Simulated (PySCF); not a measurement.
Br2Ge, charge -1, doublet, at a GFN2-xTB geometry of the parent state (a state made from the parent by changing its charge; the spin is typed, not shown lowest); PySCF with CAMB3LYP/pcseg-1.

The PySCF input:
```python
from pyscf import gto, scf, dft

mol = gto.M(
    atom='''
Ge    0.01682949    0.00687689    1.03311619
Br    1.00009172   -1.51961211   -0.47860423
Br   -1.01547868    1.51332467   -0.46595914
''',
    basis='pcseg-1',
    charge=-1,
    spin=1,
    verbose=5,
)

mf = dft.UKS(mol)
mf.xc = 'camb3lyp'
mf.kernel()
```

What the program printed (banner, timings and long lists left out):

```
PySCF version 2.14.0

[INPUT] verbose = 5
[INPUT] max_memory = 4000
[INPUT] num. atoms = 3
[INPUT] num. electrons = 103
[INPUT] charge = -1
[INPUT] spin (= nelec alpha-beta = 2S) = 1
[INPUT] symmetry False subgroup None
[INPUT] Mole.unit = angstrom
[INPUT] Symbol           X                Y                Z      unit          X                Y                Z       unit  Magmom
[...]
[INPUT] ---------------- BASIS SET ----------------
[INPUT] l, kappa, [nprim/nctr], expnt,             c_1 c_2 ...
[INPUT] Br
[...]
                                17032.3           0.0140321    0    0    0    0
                                3875.89           0.06974    0    0    0    0
                                1094.78           0.243825    0    0    0    0
                                356.841            0.5    0    0    0    0
                                123.317           0.397752    0    0    0    0
                                235.689              0 -0.0793206    0    0    0
                                28.4876              0  0.5    0    0    0
                                12.879               0 0.367555    0    0    0
                                4.41844              0 0.0448874    0    0    0
                                3.50439              0    0  0.5    0    0
                                1.46525              0    0 0.21969    0    0
                                0.379819             0    0    0    1    0
                                0.138413             0    0    0    0    1
[...]
                                706.766           0.0236047    0    0    0
                                227.783           0.110651    0    0    0
                                85.2764           0.321818    0    0    0
                                34.5964            0.5    0    0    0
                                14.0102           0.282092    0    0    0
                                8.91769              0 0.288898    0    0
                                3.73358              0  0.5    0    0
                                1.57401              0 0.245944    0    0
                                0.550724             0    0    1    0
                                0.154474             0    0    0    1
[...]
                                49.4419           0.0780716    0
                                18.0878           0.264128    0
                                7.19405           0.485386    0
                                2.8202             0.5    0
                                1.0187            0.22722    0
                                0.337                0    1
[INPUT] Ge
[...]
                                14125.5           0.0141318    0    0    0    0
                                3214.44           0.0701834    0    0    0    0
                                907.847           0.244818    0    0    0    0
                                295.691            0.5    0    0    0    0
                                102.034           0.394247    0    0    0    0
                                195.7                0 -0.0801662    0    0    0
                                23.5078              0  0.5    0    0    0
                                10.5672              0 0.375307    0    0    0
                                3.70706              0 0.0426829    0    0    0
                                2.81835              0    0  0.5    0    0
                                1.14082              0    0 0.248819    0    0
                                0.231053             0    0    0    1    0
                                0.0828034            0    0    0    0    1
[...]
                                568.546           0.024665    0    0    0
                                183.041           0.114443    0    0    0
                                68.3859           0.327843    0    0    0
                                27.6206            0.5    0    0    0
                                11.1188           0.274897    0    0    0
                                7.09479              0 0.290052    0    0
                                2.91066              0  0.5    0    0
                                1.1806               0 0.26929    0    0
                                0.323882             0    0    1    0
                                0.0876833            0    0    0    1
[...]
                                34.2013           0.0926753    0
                                12.2589           0.295974    0
                                4.72959           0.502164    0
                                1.7558             0.5    0
                                0.584499          0.252619    0
                                0.194                0    1

nuclear repulsion = 679.708793928492
number of shells = 9
number of NR pGTOs = 246
number of NR cGTOs = 81
basis = pcseg-1
ecp = {}

******** <class 'pyscf.dft.uks.UKS'> ********
method = UKS
initial guess = minao
damping factor = 0
level_shift factor = 0
DIIS = <class 'pyscf.scf.diis.CDIIS'>
diis_start_cycle = 1
diis_space = 8
diis_damp = 0
SCF conv_tol = 1e-09
SCF conv_tol_grad = None
SCF max_cycles = 50
direct_scf = True
direct_scf_tol = 1e-13
number electrons alpha = 52  beta = 51
XC library pyscf.dft.libxc version 7.1.2
    S. Lehtola, C. Steigemann, M. J. T. Oliveira, and M. A. L. Marques,  SoftwareX 7, 1–5 (2018)
XC functionals = camb3lyp
    T. Yanai, D. P. Tew, and N. C. Handy,  Chem. Phys. Lett. 393, 51 (2004)
radial grids:
    Treutler-Ahlrichs [JCP 102, 346 (1995); DOI:10.1063/1.469408] (M4) radial grids

becke partition: Becke, JCP 88, 2547 (1988); DOI:10.1063/1.454033
pruning grids: <function nwchem_prune>
grids dens level: 3
symmetrized grids: False
atomic radii adjust function: <function treutler_atomic_radii_adjust>
small_rho_cutoff = 0
Set gradient conv threshold to 3.16228e-05
[...]
[-4.82586406e+02 -4.82586399e+02 -3.98499868e+02 -6.22750250e+01
 -6.22750248e+01 -5.61292206e+01 -5.61292194e+01 -5.61279576e+01
 -5.61279571e+01 -5.61278085e+01 -5.61278054e+01 -4.95818449e+01
 -4.41331603e+01 -4.41327307e+01 -4.41326075e+01 -8.53180458e+00
 -8.53180334e+00 -6.38579475e+00 -6.38579368e+00 -6.37981129e+00
 -6.37980902e+00 -6.37962619e+00 -6.37962520e+00 -6.08055465e+00
 -4.27674651e+00 -4.27402472e+00 -4.27182762e+00 -2.50538404e+00
 -2.50537322e+00 -2.50346732e+00 -2.50345773e+00 -2.50338415e+00
 -2.50337000e+00 -2.49857053e+00 -2.49856823e+00 -2.49856719e+00
 -2.49856509e+00 -1.10238694e+00 -1.10086685e+00 -1.09781465e+00
 -1.09577784e+00 -1.09558935e+00 -6.56618129e-01 -6.35914800e-01
 -3.68476457e-01 -2.19312614e-01 -1.93500993e-01 -1.91300939e-01
 -1.66331993e-01 -1.50634088e-01 -1.21630395e-01 -1.66244370e-02
  2.19313849e-01  2.27248191e-01  4.10295995e-01  4.95946345e-01
  5.03483839e-01  5.03665067e-01  5.05129436e-01  5.58391844e-01
  5.85151132e-01  6.01038961e-01  6.33707222e-01  7.19971531e-01
  7.24180297e-01  7.26963845e-01  7.28909477e-01  7.32636960e-01
  7.46467083e-01  7.99472131e-01  8.13303429e-01  8.19523276e-01
  8.42960457e-01  8.56058471e-01  9.46600271e-01  9.50777856e-01
  9.75561437e-01  1.01742652e+00  1.01954588e+00  1.25820505e+00
  1.26465858e+00]
  beta  mo_energy =
[-4.82586244e+02 -4.82586237e+02 -3.98498683e+02 -6.22749159e+01
 -6.22749157e+01 -5.61291751e+01 -5.61291740e+01 -5.61277406e+01
 -5.61277375e+01 -5.61275502e+01 -5.61275497e+01 -4.95812433e+01
 -4.41327136e+01 -4.41321974e+01 -4.41301477e+01 -8.53155192e+00
 -8.53155033e+00 -6.38572156e+00 -6.38572047e+00 -6.37950755e+00
 -6.37950655e+00 -6.37908546e+00 -6.37908318e+00 -6.07871877e+00
 -4.27597278e+00 -4.27333709e+00 -4.26648488e+00 -2.50523829e+00
 -2.50522658e+00 -2.50333733e+00 -2.50332320e+00 -2.50303866e+00
 -2.50302927e+00 -2.49815132e+00 -2.49814823e+00 -2.49814567e+00
 -2.49814356e+00 -1.10184964e+00 -1.10008751e+00 -1.09398543e+00
 -1.09180001e+00 -1.09117319e+00 -6.53308565e-01 -6.33736582e-01
 -3.46438598e-01 -2.16609764e-01 -1.91249139e-01 -1.78456183e-01
 -1.58594419e-01 -1.50080395e-01 -1.10485681e-01  1.67204183e-01
  2.28620120e-01  2.33643928e-01  4.24946882e-01  4.99492987e-01
  5.06050306e-01  5.26856818e-01  5.27465229e-01  5.61777793e-01
  6.02588995e-01  6.30225935e-01  6.35093678e-01  7.23192330e-01
  7.26394904e-01  7.31089923e-01  7.31744552e-01  7.33176615e-01
  7.47540174e-01  8.03892203e-01  8.20984775e-01  8.27945109e-01
  8.43545148e-01  8.64025566e-01  9.52304029e-01  9.53000285e-01
  9.82860874e-01  1.01970926e+00  1.02217956e+00  1.26059878e+00
  1.26720264e+00]
multiplicity <S^2> = 0.75384349  2S+1 = 2.0038398
nelec by numeric integration = [51.99999205 50.99999211]
E1 = -11439.07406577943  E2 = 3534.3547124274787  Ecoul = 3796.7218923310743  Exc = -262.3671799035957
cycle= 10 E= -7225.01055942346  delta_E= -5.51e-10  |g|= 4.6e-06  |ddm|= 8.43e-05
  alpha mo_energy =
[-4.82586406e+02 -4.82586399e+02 -3.98499862e+02 -6.22750251e+01
 -6.22750248e+01 -5.61292206e+01 -5.61292195e+01 -5.61279577e+01
 -5.61279571e+01 -5.61278086e+01 -5.61278054e+01 -4.95818397e+01
 -4.41331550e+01 -4.41327254e+01 -4.41326022e+01 -8.53180505e+00
 -8.53180382e+00 -6.38579522e+00 -6.38579416e+00 -6.37981180e+00
 -6.37980953e+00 -6.37962664e+00 -6.37962564e+00 -6.08055126e+00
 -4.27674321e+00 -4.27402130e+00 -4.27182424e+00 -2.50538449e+00
 -2.50537368e+00 -2.50346780e+00 -2.50345822e+00 -2.50338459e+00
 -2.50337044e+00 -2.49857101e+00 -2.49856871e+00 -2.49856767e+00
 -2.49856557e+00 -1.10238378e+00 -1.10086371e+00 -1.09781150e+00
 -1.09577461e+00 -1.09558611e+00 -6.56618923e-01 -6.35915685e-01
 -3.68475906e-01 -2.19313255e-01 -1.93501341e-01 -1.91301496e-01
 -1.66332755e-01 -1.50634742e-01 -1.21630294e-01 -1.66241555e-02
  2.19314207e-01  2.27248698e-01  4.10296236e-01  4.95946803e-01
  5.03484308e-01  5.03665274e-01  5.05129619e-01  5.58392658e-01
  5.85151251e-01  6.01039531e-01  6.33707327e-01  7.19970944e-01
  7.24179665e-01  7.26963367e-01  7.28908864e-01  7.32636508e-01
  7.46466971e-01  7.99471984e-01  8.13302859e-01  8.19522743e-01
  8.42959910e-01  8.56058122e-01  9.46599897e-01  9.50777692e-01
  9.75561058e-01  1.01742615e+00  1.01954592e+00  1.25820466e+00
  1.26465834e+00]
  beta  mo_energy =
[-4.82586244e+02 -4.82586237e+02 -3.98498677e+02 -6.22749159e+01
 -6.22749157e+01 -5.61291751e+01 -5.61291740e+01 -5.61277406e+01
 -5.61277375e+01 -5.61275502e+01 -5.61275497e+01 -4.95812381e+01
 -4.41327083e+01 -4.41321922e+01 -4.41301424e+01 -8.53155232e+00
 -8.53155072e+00 -6.38572188e+00 -6.38572079e+00 -6.37950797e+00
 -6.37950696e+00 -6.37908589e+00 -6.37908360e+00 -6.07871541e+00
 -4.27596954e+00 -4.27333376e+00 -4.26648148e+00 -2.50523863e+00
 -2.50522692e+00 -2.50333768e+00 -2.50332356e+00 -2.50303903e+00
 -2.50302964e+00 -2.49815175e+00 -2.49814866e+00 -2.49814610e+00
 -2.49814399e+00 -1.10184658e+00 -1.10008445e+00 -1.09398229e+00
 -1.09179681e+00 -1.09116999e+00 -6.53308979e-01 -6.33736902e-01
 -3.46438569e-01 -2.16609768e-01 -1.91249549e-01 -1.78456558e-01
 -1.58594626e-01 -1.50080865e-01 -1.10485140e-01  1.67204544e-01
  2.28620105e-01  2.33644183e-01  4.24946775e-01  4.99492851e-01
  5.06050285e-01  5.26856785e-01  5.27465102e-01  5.61778306e-01
  6.02589112e-01  6.30226639e-01  6.35093667e-01  7.23191930e-01
  7.26394418e-01  7.31089499e-01  7.31744221e-01  7.33176433e-01
  7.47540196e-01  8.03892174e-01  8.20984580e-01  8.27944975e-01
  8.43544778e-01  8.64025644e-01  9.52303906e-01  9.53000169e-01
  9.82860717e-01  1.01970893e+00  1.02217956e+00  1.26059857e+00
  1.26720262e+00]
multiplicity <S^2> = 0.75384377  2S+1 = 2.0038401
nelec by numeric integration = [51.99999205 50.99999211]
E1 = -11439.074060123668  E2 = 3534.354706771665  Ecoul = 3796.721885586568  Exc = -262.3671788149031
Extra cycle  E= -7225.01055942351  delta_E= -5.28e-11  |g|= 2.27e-06  |ddm|= 1.75e-05
converged SCF energy = -7225.01055942351  <S^2> = 0.75384377  2S+1 = 2.0038401
```
